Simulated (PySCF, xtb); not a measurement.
B(OH)2(SMe) (CH₅BO₂S), SMILES CSB(O)O.

xtb with GFN2-xTB at its own geometry gives an orbital gap of 5.11 eV and a dipole moment of 4.96 D.

Geometry optimised at B3LYP-D3(BJ)/def2-SVP. Other conformers were not sampled.

Question: What does ωB97X/def2-TZVP in PySCF give? (Estimate from the structure and the level; the computed values follow.)

Answer: gap 11.30 eV (levels -9.11 and 2.19 eV), dipole 3.46 D.
